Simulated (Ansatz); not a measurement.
One change: `F[CH](F)[InH2]` becomes `F[CH](F)[AlH2]`.

Ansatz, PBE0-D4/def2-TZVP geometries, multiplicity 1. 

Elements past krypton have def2 core potentials.

```json
{"property": "HOMO–LUMO gap (PBE0/def2-TZVPP) / eV", "`F[CH](F)[InH2]`": "5.35"}
{"property": "size of the dipole moment (ωB97M-V/def2-TZVPP) / D", "`F[CH](F)[InH2]`": "2.02"}
{"property": "HOMO energy (B3LYP/def2-TZVPP) / eV", "`F[CH](F)[InH2]`": "-7.25"}
{"property": "zero-point energy (PBE0-D4/def2-TZVP) / kJ/mol", "`F[CH](F)[InH2]`": "86.1"}
{"property": "LUMO energy (ωB97M-V/def2-TZVPP) / eV", "`F[CH](F)[InH2]`": "-0.58"}
{"property": "HOMO–LUMO gap (B3LYP/def2-TZVPP) / eV", "`F[CH](F)[InH2]`": "4.86"}
```

What does the change do to each property? (Estimate.)

The calculation gave: 
```tsv
property	`F[CH](F)[AlH2]`	shift
HOMO–LUMO gap (PBE0/def2-TZVPP) / eV	7.40	2.05
size of the dipole moment (ωB97M-V/def2-TZVPP) / D	1.35	-0.67
HOMO energy (B3LYP/def2-TZVPP) / eV	-8.03	-0.78
zero-point energy (PBE0-D4/def2-TZVP) / kJ/mol	90.7	4.6
LUMO energy (ωB97M-V/def2-TZVPP) / eV	0.77	1.35
HOMO–LUMO gap (B3LYP/def2-TZVPP) / eV	6.97	2.11
```

With PBE0 the HOMO falls by 0.79 eV and the LUMO rises by 1.27 eV, so the gap widens by about 2.06 eV. PBE moves the HOMO by -0.64 eV and ωB97M-V by -0.90 eV. Dipoles are sizes alone; their direction can turn.

B3LYP here is the variant with VWN-RPA as its local correlation; programs differ in this.
